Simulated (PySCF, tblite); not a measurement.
C4H10F3NSi2.
Geometry (GFN2-xTB, Å), atoms numbered from 1 in this order:
```xyz
20
C4H10F3NSi2 angstrom
F      3.872    0.189   -0.517
C      2.561    0.490   -0.488
F      2.181    0.641   -1.764
F      2.468    1.700    0.083
C      1.753   -0.571    0.249
N      0.354   -0.320    0.186
Si    -0.637   -1.042   -1.054
C     -2.262   -0.168   -0.602
C     -2.196    0.303    0.856
Si    -0.415    0.843    1.233
H      2.001   -1.531   -0.212
H      2.112   -0.566    1.284
H     -0.623   -2.495   -0.831
H     -0.167   -0.726   -2.403
H     -2.385    0.700   -1.252
H     -3.134   -0.799   -0.768
H     -2.467   -0.526    1.511
H     -2.923    1.092    1.041
H     -0.143    2.230    0.848
H      0.045    0.568    2.597
```

Computed, not measured: PBE0/pcSseg-1 in PySCF (dipole) on a GFN2-xTB geometry, gas phase.

Take the most abundant isotopes and a rigid rotor. The values belong to one conformer with, in the numbering `[F:1][C:2]([F:3])([F:4])[CH2:5][N:6]1[SiH2:7][CH2:8][CH2:9][SiH2:10]1`, C2–C5–N6–Si7 94°, C5–N6–Si7–C8 -175°, N6–Si7–C8–C9 -22°, Si7–C8–C9–Si10 36°, C8–C9–Si10–N6 -33°.

Question: Give the principal moments of inertia and the rotational constants in MHz.

Answer: Ia = 274.95, Ib = 792.81, Ic = 930.14 u·Å²; 505379 MHz·u·Å²/I gives A = 1838, B = 637.5, C = 543.3 MHz.

Question: Classify the top.

Answer: An asymmetric top. Ray's parameter κ = (2B − A − C)/(A − C) = -0.855; −1 is the prolate and +1 the oblate limit.

Question: Is it planar, by Δ = Ic − Ia − Ib?

Answer: Not planar: Δ = Ic − Ia − Ib = -137.61 u·Å². For a rigid frame Δ = −2 Σ m c², so Σ m c² = 68.81 u·Å² lies off the ab plane: 15.52 from hydrogen and 53.29 from heavier atoms. The atom farthest from that plane is 1.75 Å away.

Question: Give the other two planar moments, Paa and Pbb, and the rms extents of the mass along the axes.

Answer: Paa = Σ m a² = (Ib + Ic − Ia)/2 = 724.00 and Pbb = Σ m b² = (Ia + Ic − Ib)/2 = 206.14 u·Å². With the mass M = 185.03 u, the rms extents √(P/M) along a, b and c are 1.98, 1.06, 0.61 Å.

Question: List the rotational levels J(Ka,Kc) to J = 3 (MHz).

Answer: Above 0(0,0):
J = 1: 1(0,1) 1181, 1(1,1) 2381, 1(1,0) 2476
J = 2: 2(0,2) 3537, 2(1,2) 4649, 2(1,1) 4931, 2(2,1) 8533, 2(2,0) 8539
J = 3: 3(0,3) 7058, 3(1,3) 8047, 3(1,2) 8611, 3(2,2) 12076, 3(2,1) 12102, 3(3,1) 18317, 3(3,0) 18318

Question: Which types of transition are allowed, and where do some lines up to J = 4 fall?

Answer: The dipole components are |μa| = 2.25 D, |μb| = 0.07 D, |μc| = 1.05 D. Intensities carry the squares of the components, which stand as 1.00 : 0.00 : 0.22 (a : b : c). Some lines, for components of 0.1 D or more:

```csv
type,branch,"J(Ka,Kc)",MHz,lower level (cm⁻¹)
a,Q,"3(1,2) ← 3(1,3)",565,0.268
a,R,"1(0,1) ← 0(0,0)",1181,0.000
a,R,"2(1,1) ← 1(1,0)",2456,0.083
c,R,"1(1,0) ← 0(0,0)",2476,0.000
c,Q,"4(2,3) ← 4(1,3)",3283,0.451
a,R,"3(0,3) ← 2(0,2)",3521,0.118
a,R,"3(2,2) ← 2(2,1)",3542,0.285
a,R,"3(2,1) ← 2(2,0)",3564,0.285
c,R,"2(1,1) ← 1(0,1)",3750,0.039
c,R,"3(2,2) ← 2(1,2)",7427,0.155
c,Q,"4(4,1) ← 4(3,1)",8723,0.769
c,R,"3(3,1) ← 2(2,1)",9784,0.285
c,R,"4(4,0) ← 3(3,0)",13458,0.611
```

Question: Estimate the classical rotational partition function at 10 K, 200 K and 298.15 K.

Answer: Point group C1, symmetry number σ = 1; q = (√π/σ)·√((kT/h)³/(ABC)), k/h = 20836.6 MHz/K: 6680 at 10 K, 598000 at 200 K, 1090000 at 298.15 K.

Its GFN2-xTB frequencies are all real (lowest 21 cm⁻¹). These are rigid-rotor constants of the computed structure; measured ground-state constants (B0) also hold zero-point vibration. Quadrupole hyperfine structure (14N) is left out.
